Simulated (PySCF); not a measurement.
**Bi (bismuth, neutral): BP86 calculation**

Configuration: [Xe] 4f14 5d10 6s2 6p3, high-spin 4S determinant. Computed with PySCF 2.14 in aug-cc-pVDZ-PP with ECP60MDF (5s4p3d, 32 functions), with a scalar-relativistic core potential.

```
Total energy                : -214.7592 hartree
One-electron energy         : -372.9778 hartree
Hartree (Coulomb) energy    : 175.5105 hartree
Exchange-correlation energy : -17.2918 hartree
⟨S²⟩                        : 3.7512
⟨L²⟩                        : 0.000
Sum of ⟨r⟩                  : 33.48 bohr
Sum of ⟨r²⟩                 : 67.68 bohr²
Time after the integrals    : 0.5 s of wall time on 1 thread of Neoverse-V1 (shared host)
```

```tsv
shell	electrons	mean orbital energy (hartree)	rms radius, mean of both spins (bohr)
5s α	1	-5.79297	0.893
5s β	1	-5.78714	0.893
5p α	3	-3.56178	1.02
5p β	3	-3.55692	1.02
5d α	5	-0.99284	1.34
5d β	5	-0.98150	1.34
6s α	1	-0.55159	2.32
6s β	1	-0.49781	2.32
6p α	3	-0.19438	3.23
```

Energies and moments cover only the electrons outside the core potential. Spin-orbit coupling, which splits the p, d and f shells strongly at this Z, is absent. Spin-orbit coupling is strong in this species (close to jj coupling), so the high-spin LS determinant is a model state, not a physical level.
